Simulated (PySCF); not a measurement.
## As⁻ (arsenic, charge -1) across methods

[Ar] 3d10 4s2 4p4, high-spin 3P determinant. Computed with PySCF 2.14 in aug-cc-pVQZ-PP with one added diffuse shell each of s, p, d, f, g type with ECP10MDF (8s7p6d4f3g, 114 functions), with a scalar-relativistic core potential.

```
method  E (hartree)  mean ε 4s β (eV)  mean ε 4p α (eV)  mean ε 4p β (eV)  Σ⟨r²⟩ (bohr²)   ⟨S²⟩
  BLYP    -332.4164            -7.166             0.530             1.429          78.80  2.046
   PBE    -332.4485            -7.022             0.331             1.415          77.14  2.058
   LDA    -331.9457            -7.329             0.348             1.390          73.16  2.036
   UHF   -331.20047           -10.264            -2.771            -0.533          63.65  2.039
PBEsol    -332.1103            -7.051             0.329             1.437          77.56  2.062
   M06    -332.5275            -8.144            -0.201             1.038          66.50  2.025
  PBE0    -332.4141            -7.903            -0.363             0.915          66.35  2.023
```

(1) Estimate the same row for r2SCAN.

Energies and moments cover only the electrons outside the core potential.

The highest occupied level is positive at r2SCAN, BLYP, PBE, LDA, PBEsol, M06, PBE0: only the finite basis holds that electron, which in a density functional comes from self-interaction.

Results:

(1) E (hartree) = -332.3331; mean ε 4s β (eV) = -6.935; mean ε 4p α (eV) = 0.175; mean ε 4p β (eV) = 1.387; Σ⟨r²⟩ (bohr²) = 71.21; ⟨S²⟩ = 2.056.
